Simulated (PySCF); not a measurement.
# Working out the ionisation energy of Ne(2+)

Ne(2+) [He] 2s2 2p4 (3P) → Ne(3+) [He] 2s2 2p3 (4S). Calculation: PySCF 2.14, in aug-cc-pVDZ-DK (4s3p2d, 23 functions); the spin-free X2C one-electron Hamiltonian (Gaussian nucleus). Frozen: 1s2. Energies in hartree (1 hartree = 27.21139 eV):

```tsv
part	Ne(2+) (lower)	Ne(3+) (upper)
UHF	-126.459842	-124.192650
CCSD correlation	-0.111051	-0.083077
(T)	-0.000866	-0.000349
```

**Question.** What does Hartree-Fock give?

**Answer.** (-124.192650) − (-126.459842) = 2.267192 hartree = 61.693 eV.

**Question.** What do CCSD and CCSD(T) give?

**Answer.** The CCSD correlation energies differ by 0.027974 hartree = 0.761 eV and the triples by 0.000517 hartree = 0.014 eV, so CCSD gives 62.454 eV and CCSD(T) 62.468 eV.

A first-order spin-orbit estimate adds 0.036 eV to CCSD(T) (valence), giving 62.504 eV against 63.423 eV (measured; NIST Atomic Spectra Database, ionization energies).

A double-zeta basis recovers only part of the correlation energy.

What remains against the reference includes basis incompleteness, the frozen core and higher excitations.
